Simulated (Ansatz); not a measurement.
Consider the ligand exchange at the Si–O bond: `[SiH3][O][Zn][O][SiH3]` + `NN[SiH3]` → `NN([SiH3])[SiH3]` + `[OH][Zn][O][SiH3]`.

Computed with Ansatz on PBE0-D4/def2-TZVP structures; ΔE is electronic, products minus reactants. CCSD(T)/CBS adds triple-zeta CCSD(T) − MP2 to the extrapolated MP2 energy (def2 sets, frozen cores). Functionals use def2-TZVPP. For Zn outer-core shells are correlated without core-valence functions, which leaves a few kJ/mol of doubt a bond. Scalar relativity is left out up to krypton. Each species was taken in one conformer, which may not be the lowest.

`[SiH3][O][Zn][O][SiH3]`:

```xyz
11

Si    2.643   -1.149    1.116
O     1.194   -0.483    1.434
Zn   -0.301    0.022    0.677
O    -1.856    0.532    0.056
Si   -2.575    1.144   -1.267
H     2.500   -2.550    0.625
H     3.454   -1.160    2.361
H     3.379   -0.379    0.072
H    -2.364    0.269   -2.456
H    -4.035    1.260   -1.015
H    -2.039    2.495   -1.602
```

`NN[SiH3]`:

Cartesian coordinates in Å:
```
N 1.102 0.485 1.080
N 0.075 0.760 0.158
Si -0.733 -0.450 -0.747
H 0.803 -0.208 1.757
H 1.918 0.129 0.595
H -0.244 1.711 0.222
H -1.374 -1.479 0.125
H 0.222 -1.182 -1.627
H -1.769 0.235 -1.564
```

`NN([SiH3])[SiH3]`:

Z-matrix (Å, degrees):
```
Si
N 1 1.727
H 1 1.483 2 108.9
H 1 1.491 2 110.2 3 -121.1
H 1 1.491 2 110.2 3 121.1
Si 2 1.730 1 132.2 3 0.0
N 2 1.433 1 117.6 3 -180.0
H 6 1.487 2 111.2 1 -119.5
H 6 1.487 2 106.8 1 0.1
H 6 1.487 2 111.2 1 119.7
H 7 1.015 2 109.9 1 -59.6
H 7 1.015 2 109.9 1 59.6
```

`[OH][Zn][O][SiH3]`:

Cartesian coordinates in Å:
```
O 2.216 -1.537 1.826
Zn 1.233 -0.567 0.731
O 0.388 0.385 -0.477
Si -1.089 0.720 -1.061
H 1.952 -1.503 2.747
H -0.958 1.617 -2.240
H -1.807 -0.518 -1.484
H -1.936 1.403 -0.041
```

(1) Is it downhill or uphill in electronic energy at CCSD(T)/CBS, and by how much? (Estimate.)

(2) What do these levels give: r2SCANh-D4, BHLYP-D4, CAM-B3LYP-D4, ωB97M-V, PBE, LC-ωPBE? (Estimate.)

Largest T1 diagnostic among the species: 0.016.

Results:

(1) Computed: Uphill: ΔE = +51.2 kJ/mol.

(2) Computed: r2SCANh-D4 52.7, BHLYP-D4 59.8, CAM-B3LYP-D4 56.2, ωB97M-V 51.4, PBE 45.7, LC-ωPBE 56.6 kJ/mol.

From PBE to PBE0 (25 % exact exchange), in def2-TZVPP and without D4, ΔE moves by +7.2 kJ/mol. Leaving LDA and LC-ωPBE aside and taking each functional with its dispersion term where it has one, the values, not all of them listed here, spread over 21.7 kJ/mol, from revPBE-D4 to BHLYP-D4. LDA lies −3.1 kJ/mol from PBE without D4.
